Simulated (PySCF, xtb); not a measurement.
B(F)(Me)(Et) (C3H8BF), SMILES CCB(C)F.

GFN2-xTB (xtb 6.7.1) at its own geometry gives an orbital gap of 4.95 eV and a dipole moment of 1.52 D.

Coordinates come from a B3LYP-D3(BJ)/def2-SVP optimisation. Other conformers were not sampled.

Problem. What does HF/def2-TZVP (PySCF) give? (An estimate is asked for; the answer gives what the named calculation found.)

Solution. gap 14.86 eV (levels -11.90 and 2.96 eV), dipole 1.46 D.
